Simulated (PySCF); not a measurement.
# Dipole response of Cl²⁺ (chlorine, charge +2)

[Ne] 3s2 3p3, high-spin 4S determinant. Computed with PySCF 2.14 in aug-cc-pwCVTZ, with no relativity, point nucleus. Coupled (time-dependent) response in atomic units; α is the mean over directions.

| method | mean α (bohr³) | C₆ (like pair) | S(−4) |
| --- | --- | --- | --- |
| UHF | 5.981 | 21.28 | 11.55 |
| PBE | 5.886 | 20.98 | 10.24 |
| PBE0 | 5.874 | 20.89 | 10.31 |
| BP86 | 5.872 | 20.91 | 10.17 |
| wB97X | 5.779 | 20.45 | 9.794 |

S(−4) is the Cauchy moment in α(ω) = α(0) + S(−4) ω² + …

α(iu) at PBE:

| u (hartree) | α(iu) (bohr³) |
| --- | --- |
| 0 | 5.886 |
| 0.0500 | 5.860 |
| 0.100 | 5.785 |
| 0.200 | 5.509 |
| 0.300 | 5.111 |
| 0.500 | 4.180 |
| 0.750 | 3.116 |
| 1.00 | 2.320 |
| 1.50 | 1.374 |
| 2.00 | 0.8972 |
| 3.00 | 0.4755 |
| 5.00 | 0.2136 |

A single London oscillator, α(iu) = α/(1 + u²/ω²), gives C₆ = (3/4) ω α². Matching the computed C₆ needs ω = 4 × 20.98 / (3 × 5.886²) = 0.807 hartree.

For an ion, C₆ is the dispersion term alone; charge-induced terms of lower order in 1/R come first.
